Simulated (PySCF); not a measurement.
C₄H₅BO₂, SMILES C=C1C=COB1O.

Geometry: PBE-D3(BJ)/def2-SVP. The structure was generated by enumeration, and PubChem lists no compound with its InChIKey, so it may never have been made. Other conformers were not sampled.

The numbers are results of PBE-D3(BJ)/def2-SVP in PySCF, not measurements.

Harmonic, unscaled wavenumbers; measured fundamentals usually lie a few per cent lower.

Computed normal modes with their intensities:
| mode | ν (cm⁻¹) | IR (km/mol) | moving atoms (share of kinetic energy) |
|---|---|---|---|
| 1 | 157 | 0.3 | O 48 %, C 38 %, H 13 % |
| 2 | 231 | 3.2 | C 38 %, O 35 %, H 25 % |
| 3 | 255 | 13.9 | C 48 %, H 26 %, B 18 %, O 8 % |
| 4 | 411 | 10.0 | C 32 %, O 28 %, H 28 %, B 12 % |
| 5 | 457 | 1.0 | H 52 %, C 27 %, O 15 % |
| 6 | 534 | 0.7 | O 46 %, C 40 %, B 8 % |
| 7 | 559 | 99.1 | H 79 %, O 12 %, C 9 % |
| 8 | 670 | 37.3 | H 43 %, C 38 %, B 18 % |
| 9 | 697 | 7.0 | C 44 %, O 32 %, H 19 % |
| 10 | 717 | 14.8 | H 43 %, B 41 %, O 9 % |
| 11 | 785 | 17.6 | H 71 %, C 28 % |
| 12 | 789 | 0.3 | C 63 %, O 25 %, H 9 % |
| 13 | 879 | 1.7 | H 71 %, C 29 % |
| 14 | 908 | 28.4 | H 70 %, C 30 % |
| 15 | 927 | 52.7 | H 54 %, O 19 %, C 18 %, B 8 % |
| 16 | 950 | 52.6 | H 60 %, C 24 %, O 14 % |
| 17 | 1024 | 43.2 | H 47 %, C 26 %, O 24 % |
| 18 | 1120 | 109.8 | H 44 %, C 24 %, B 21 %, O 11 % |
| 19 | 1150 | 49.9 | H 54 %, O 22 %, C 21 % |
| 20 | 1256 | 132.2 | C 50 %, B 28 %, H 12 %, O 11 % |
| 21 | 1305 | 3.9 | H 60 %, C 31 % |
| 22 | 1392 | 9.1 | H 76 %, C 20 % |
| 23 | 1477 | 294.3 | B 70 %, O 17 % |
| 24 | 1582 | 44.6 | C 88 %, H 10 % |
| 25 | 1656 | 18.2 | C 91 % |
| 26 | 3060 | 8.0 | H 95 % |
| 27 | 3147 | 0.1 | H 92 %, C 8 % |
| 28 | 3161 | 6.0 | H 89 %, C 11 % |
| 29 | 3170 | 7.5 | H 90 %, C 10 % |
| 30 | 3726 | 90.6 | H 94 % |
